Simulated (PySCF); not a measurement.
Species: C10H6O.
Numbering: `[CH:1]#[C:2]/[CH:3]=[CH:4]\[C:5]#[C:6][c:7]1[cH:8][cH:9][cH:10][o:11]1`

Cartesian coordinates in Å at the GFN2-xTB level; atoms count from 1:
```
atom  x, y, z in Å
C1     2.771    0.157    2.545
C2     3.054   -0.190    1.429
C3     3.413   -0.597    0.134
C4     2.539   -0.702   -0.883
C5     1.175   -0.421   -0.778
C6    -0.010   -0.182   -0.704
C7    -1.377    0.093   -0.621
C8    -2.132    0.516    0.449
C9    -3.453    0.634   -0.029
C10   -3.412    0.277   -1.345
O11   -2.167   -0.051   -1.714
H12    2.518    0.460    3.517
H13    4.459   -0.831   -0.020
H14    2.880   -1.021   -1.860
H15   -1.774    0.711    1.439
H16   -4.315    0.941    0.526
H17   -4.176    0.219   -2.094
```

NICS = −σ at a ghost point: NICS(0) at the centroid of the ring atoms, NICS(1) 1 Å to either side along the normal of their mean plane, zz for the tensor component along that normal. Level: GIAO PBE0/pcSseg-1 (PySCF, non-relativistic, gas phase) on the GFN2-xTB geometry, one conformer.

Ring bond lengths (Å), with Mayer bond orders in brackets: C7–C8 1.377 (1.47), C8–C9 1.410 (1.30), C9–C10 1.363 (1.57), C10–O11 1.339 (1.11), O11–C7 1.356 (1.01).

**Question.** Give the NICS values of each ring in ppm.

**Answer.** 
| ring | type | NICS(0) | NICS(1), two faces | NICS(1)zz, two faces | rms pucker (Å) | centre to ring atoms, mean (Å) |
| --- | --- | --- | --- | --- | --- | --- |
| C7–C8–C9–C10–O11 | 5-membered ring with O; formal bonds all aromatic | -11.7 | -10.1 / -10.1 | -25.5 / -25.5 | 0.00 | 1.16 |

**Question.** What do they say, and how far can they be read as aromaticity?

**Answer.** 
- C7–C8–C9–C10–O11: mean NICS(1)zz -25.5 ppm, shielded. The ring is flat and has no four-coordinate atom; by the NICS criterion it is aromatic.

**Question.** How equal are the bonds by HOMA? HOMA = 1 − mean of α(R − Ropt)² over the ring bonds, with Krygowski's 1993 parameters (CC: Ropt 1.388 Å, α 257.7 Å⁻²; CO: Ropt 1.265 Å, α 157.38 Å⁻²).

**Answer.** 
- C7–C8–C9–C10–O11: HOMA 0.50; the largest term is that of O11–C7, α(R − Ropt)² = 1.31.

**Question.** What is the mean of the two in-plane components of NICS at the second NICS(1) probe listed for ring C7–C8–C9–C10–O11, 1 Å off the ring?

**Answer.** The isotropic value is a third of the trace: (3 × -10.1 − (-25.5))/2 = -2.4 ppm.

**Question.** What are the shieldings of the ring atoms and their hydrogens in the same run (means over atoms taken as equivalent)?

**Answer.** 
```tsv
atoms	environment	σ isotropic (ppm)	principal values of the symmetric part, first atom (ppm)
C7	substituted aromatic carbon	44.0	-22.0, 49.4, 104.5
C8	aromatic CH carbon	59.1	-29.0, 50.0, 156.5
C9	aromatic CH carbon	68.1	-16.6, 59.9, 160.9
C10	aromatic CH next to a ring oxygen	36.7	-39.9, 41.4, 108.6
O11	furan-type oxygen	22.3	-125.1, -52.1, 244.1
H15	aromatic hydrogen	24.54	22.2, 24.2, 27.2
H16	aromatic hydrogen	24.97	23.1, 25.6, 26.2
H17	aromatic hydrogen	24.13	21.2, 25.0, 26.1
```

The run took 67 s wall on one thread of an Arm Neoverse N1, no GPU (shared host). This is the whole shielding run at PBE0/pcSseg-1, SCF included.
